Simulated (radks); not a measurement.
Results of a calculation; reference values are marked as such.
Q: Species: In17+. Configuration: [Ar] 3d10 4s2 4p2. Code: a radial shooting solver on a logarithmic mesh with Libxc functionals. Model: non-relativistic Kohn-Sham, LDA (Slater exchange, Perdew-Wang correlation), spin-unpolarised, spherical densities, point nucleus; relativity is left out, which matters for an element this heavy. Some entries of the table are withheld. Estimate them.

orbital,occ.,eigenvalue (eV),<r> (bohr),r(max) (bohr)
1s,2,-27215.77,0.03108,(1)
2s,2,-4363.921,0.1343,0.1140
2p,6,-4108.345,0.1145,0.08922
3s,2,(2),0.3587,0.3265
3p,6,-1058.567,0.3490,0.3125
3d,10,-865.3294,(3),0.2556
4s,2,-478.7873,0.7738,0.7444
4p,2,(4),0.7895,(5)

A: 
(1) 1s r(max) (bohr): 0.02058
(2) 3s eigenvalue (eV): -1163.202
(3) 3d <r> (bohr): 0.3183
(4) 4p eigenvalue (eV): -439.8758
(5) 4p r(max) (bohr): 0.7565
